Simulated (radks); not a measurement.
Problem. These are the eigenvalues of the occupied orbitals of an atom or ion with whole-number occupations (hartree). Method: Dirac Kohn-Sham, exchange-only PBE, spin-unpolarised, spherical densities, finite nucleus; Fermi nuclear charge, rms radius of each element as measured or else 0.836 A^(1/3) + 0.57 fm; computed with a radial shooting solver on a logarithmic mesh with Libxc functionals.

orbital  eigenvalue
1s1/2     -3085.619
2s1/2     -575.4360
2p1/2     -553.7383
2p3/2     -482.1353
3s1/2     -163.0884
3p1/2     -153.3064
3p3/2     -137.3563
3d3/2     -121.1371
3d5/2     -117.7169
4s1/2     -60.65659
4p1/2     -56.41316
4p3/2     -52.10540
4d3/2     -45.15850
4d5/2     -44.29747
4f5/2     -35.51979
5f5/2     -20.23352

Which element is it, and in what charge state? The configuration may be excited. Open shells, if any, fill j = l - 1/2 first.

Solution. Z = 80, mercury, charge +28: Hg28+ in [Ar] 3d10 4s2 4p5 4d10 4f6 5f1. The list shows which subshells hold electrons but not how many an open one holds; the 1s level, -3085.6 hartree, gives Z - s = 78.6 by -(Z - s)^2/2, which with screening and relativity narrows Z to a few neighbours, and the depths of the outer levels then fix element, charge and occupations together.
